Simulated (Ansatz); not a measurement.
Relaxation of C$_{2}$H$_{9}$ClGeSi (14 atoms, charge 0, multiplicity 1), to a largest force component of 0.015 eV/Å in at most 40 steps.

Theory: RKS BHLYP/def2-SVP in Ansatz.

```xyz
14
Properties=species:S:1:pos:R:3
C -1.334 1.921 -0.026
Si 0.024 0.833 0.430
C -0.174 -0.793 -0.479
Cl 0.063 -0.522 -2.222
Ge 1.274 -2.006 0.096
H -1.352 2.180 -1.131
H -1.260 2.925 0.518
H -2.307 1.498 0.216
H -0.003 0.616 1.923
H 1.308 1.468 0.093
H -1.137 -1.245 -0.208
H 2.129 -2.423 -1.166
H 0.639 -3.248 0.695
H 2.162 -1.272 1.088
```

Problem. Where does it end, and by what steps?

Solution. The forces met the threshold. The force dipped under the threshold on the way, but the program's further checks kept it going. After 18 steps the energy has fallen by 0.395 eV; H14 moved furthest, 1.22 Å.

```
step  energy less start (eV)  largest force component (eV/Å)  accepted
   0                  0.0000                           2.968       yes
   1                 -0.2694                           0.951       yes
   2                 -0.3138                           0.263       yes
   3                 -0.3177                           0.088       yes
   4                 -0.3196                           0.025       yes
   5                 -0.3214                           0.047       yes
   6                 -0.3229                           0.182       yes
   7                 -0.3281                           0.157       yes
   8                 -0.3421                           0.227       yes
   9                 -0.3461                           0.390       yes
  10                 -0.3811                           0.075       yes
  11                 -0.3729                           0.355        no
  12                 -0.3867                           0.038       yes
  13                 -0.3908                           0.068       yes
  14                 -0.3918                           0.152       yes
  15                 -0.3938                           0.039       yes
  16                 -0.3944                           0.014       yes
  17                 -0.3947                           0.019       yes
  18                 -0.3947                           0.011       yes
```

```xyz
14
Properties=species:S:1:pos:R:3
C -1.424 1.991 -0.052
Si -0.127 0.810 0.597
C 0.016 -0.722 -0.506
Cl 0.387 -0.181 -2.201
Ge 1.368 -2.056 0.019
H -1.192 2.283 -1.079
H -1.468 2.896 0.562
H -2.415 1.527 -0.044
H -0.484 0.334 1.958
H 1.201 1.464 0.662
H -0.953 -1.225 -0.557
H 1.344 -3.211 -0.983
H 1.031 -2.581 1.420
H 2.749 -1.400 0.030
```

The run took 2.2 min on 2 threads of Arm Neoverse V1 (shared host), peak memory 0.4 GiB.
